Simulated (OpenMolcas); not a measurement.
Computed levels of 5d³ in ions with 71 electrons, in cm-1 above ⁴F_3/2.

* Program: OpenMolcas 26.06
* Method: SS-CASPT2, IPEA 0.25 Eh, imaginary shift 0.1 Eh
* Basis: ANO-R3
* Scalar Hamiltonian: X2C, finite nucleus
* Spin-orbit coupling: state interaction with AMFI integrals over the reference wave functions, term energies averaged over their components

Active space for each ion: 3 electrons in 5 orbitals (5d); closed shells correlated by CASPT2: 5s 5p.

```
    Level   Re4+   Ir6+   Pt7+
   ⁴F_5/2   4870   7960   9830
   ⁴F_7/2   9010  13900  16650
   ⁴P_1/2  15310  20020  22430
   ²G_7/2  19260  27000  31220
   ²H_9/2  20060  28250  32860
   ⁴P_5/2  21490  29200  33270
   ²P_1/2  25450  35140  40200
  ²H_11/2  27110  37320  42770
²D_5/2(1)  29430  40540  46330
```

**Question.** Estimate ⁴F_7/2, ⁴P_1/2, ²G_7/2 for Os5+ from its neighbours Re4+ and Ir6+.

**Answer.** ⁴F_7/2 is fine structure, which grows about as the fourth power of a screened charge, so the fourth roots are averaged: ((9010^0.25 + 13900^0.25) / 2)^4 = 11257. The calculation gives 11330, so the estimate is off by -0.6 %; the measured value is 11444 (the list in Brasseur, Palmeri and Quinet, Atoms 13, 11 (2025)).
⁴P_1/2 is another term, which grows about linearly with the charge: (15310 + 20020) / 2 = 17665. The calculation gives 17540, so the estimate is off by +0.7 %; the measured value is 16772 (the list in Brasseur, Palmeri and Quinet, Atoms 13, 11 (2025)).
²G_7/2 is another term, which grows about linearly with the charge: (19260 + 27000) / 2 = 23130. The calculation gives 22900, so the estimate is off by +1.0 %; the measured value is 22920 (the list in Brasseur, Palmeri and Quinet, Atoms 13, 11 (2025)).

Mixed levels, with the weight of the term that names them: Re4+ ⁴P_1/2 (72 %), Re4+ ²H_9/2 (57 %), Re4+ ²P_1/2 (72 %), Os5+ ⁴P_1/2 (72 %), Os5+ ²H_9/2 (57 %), Os5+ ²P_1/2 (72 %), Ir6+ ⁴P_1/2 (71 %), Ir6+ ²H_9/2 (56 %), Ir6+ ²P_1/2 (71 %), Pt7+ ⁴P_1/2 (70 %), Pt7+ ²G_7/2 (75 %), Pt7+ ²H_9/2 (54 %), Pt7+ ²P_1/2 (70 %).

CASPT2 breaks the degeneracy within a term, and the mean is taken; among the terms shown or strongly mixed into the levels shown the widest spread is 890 cm-1 (5d³ ²H, Re4+). The CASPT2 spread within a term exceeds the gap to the next term for 5d³ ²P and 5d³ ²H, so the order of their levels is uncertain. Computed and measured levels are paired by configuration, term and J; levels that our copy of the source lacks, or whose pairing is in doubt (as where it misses far off the trend of its configuration), stay unpaired and out of the deviations. Only configurations of the active space appear.

A number in round brackets counts repeated terms of one configuration in the order of the reference energies.
